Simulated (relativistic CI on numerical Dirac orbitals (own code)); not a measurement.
Tm4+ (4f11) in a crystal field

Calculated by Dirac-Coulomb-Breit CI, separate exchange-only KLI orbitals for each configuration, model QED (radiative potential, 1s self-energy scaled to tabulated hydrogen-like ionisation energies), valence Slater integrals scaled by 0.85, one configuration in a parametric crystal field (own radial code).

Field parameters in Wybourne normalisation; cubic f-shell fields have B⁴₄ = √(5/14) B⁴₀ and B⁶₄ = −√(7/2) B⁶₀. The field is a parameter set, without covalency.

S is read from ⟨S²⟩ = S(S + 1).

Powder χT (cm³ K mol⁻¹) by Van Vleck's formula, with temperature-independent terms:

```tsv
Field	2 K	5 K	10 K	20 K	50 K	100 K	200 K	300 K
D3d, B20 = 1810, B40 = -920, B43 = 670, B60 = -350, B63 = -1040, B66 = 100 cm⁻¹	5.42	5.64	6.02	6.76	8.45	9.65	10.6	10.9
D4h, B20 = 280, B40 = 580, B44 = -820, B60 = -560, B64 = -910 cm⁻¹	4.98	6.14	7.05	7.83	9.17	10.1	10.8	11.1
Oh, B40 = 850, B60 = 380 cm⁻¹	4.53	4.82	5.3	6.26	8.52	10.1	11	11.2
Oh, B40 = -2270, B60 = 790 cm⁻¹	4.51	4.74	5.11	5.87	7.96	9.58	10.4	10.8
Oh, B40 = -1960, B60 = -1220 cm⁻¹	7.89	7.91	7.95	8.03	8.27	8.67	9.41	9.98
Oh, B40 = -2300, B60 = 240 cm⁻¹	3.83	4.55	5.75	7.78	9.95	10.6	11	11.2
```

Problem. For Oh, B40 = 850, B60 = 380 cm⁻¹: what effective moment follows at 300 K?

Solution. μ_eff = √(8χT) = 9.46 μB. The LS value g√(J(J + 1)) of the free ion's 4I°_15/2 level is 9.58 μB.
